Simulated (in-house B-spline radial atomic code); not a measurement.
Radial electron density of Cu⁺, [Ar] 3d10. Level of theory: scalar-relativistic (X2C) LC-wPBE, spin-polarised, spherical fractional occupations, exact exchange averaged over the configuration, Fermi nucleus of rms radius 3.8823 fm; calculated with a radial B-spline atomic code at the basis-set limit.

One-electron X2C: radii and densities carry no picture-change correction, so inner-shell <1/r> comes out high (for 1s by about 2 % at Z = 33, 5 % at 54, 10 % at 75, 30 % at 118) and <r> low.

Columns: r (bohr), 4πr²n(r) (electrons per bohr), bar.

```
 0.00205    1.063 #
 0.00246    1.459 ##
 0.00295    1.991 ##
 0.00354    2.706 ###
 0.00424    3.643 ####
 0.00509    4.888 #####
  0.0061    6.481 #######
 0.00732    8.519 #########
 0.00878    11.04 ############
  0.0105    14.03 ###############
  0.0126    17.58 ###################
  0.0151     21.5 ########################
  0.0182    25.72 ############################
  0.0218    29.61 ################################
  0.0261    32.82 ####################################
  0.0313    34.87 ######################################
  0.0376     35.3 #######################################
   0.045    34.06 #####################################
   0.054    31.61 ###################################
  0.0648    29.06 ################################
  0.0777    27.87 ###############################
  0.0932    29.16 ################################
   0.112    32.97 ####################################
   0.134     37.5 #########################################
   0.161    40.14 ############################################
   0.193    38.41 ##########################################
   0.231    32.31 ###################################
   0.277    24.43 ###########################
   0.332    18.83 #####################
   0.399    17.84 ####################
   0.478    20.27 ######################
   0.573     22.5 #########################
   0.688    21.65 ########################
   0.825    17.63 ###################
   0.989    12.33 ##############
    1.19    7.556 ########
    1.42    4.374 #####
    1.71    2.333 ###
    2.05    1.203 #
    2.45   0.5857 #
    2.94   0.2509 
    3.53   0.0906
```

On this grid the curve has 3 maxima, near 0.0376, 0.161, 0.573 bohr.

The 3p up radial function P(r) = rR(r), positive near the nucleus:

```tsv
r (bohr)	P
0.00205	0.001414
0.00295	0.00275
0.00424	0.005351
0.0061	0.01042
0.00878	0.02017
0.0126	0.03837
0.0182	0.07235
0.0261	0.1306
0.0376	0.2264
0.054	0.3641
0.0777	0.5275
0.112	0.6461
0.161	0.5813
0.231	0.1986
0.332	-0.4696
0.478	-1.085
0.688	-1.218
0.989	-0.8533
1.42	-0.3851
2.05	-0.1029
2.94	-0.01534
```
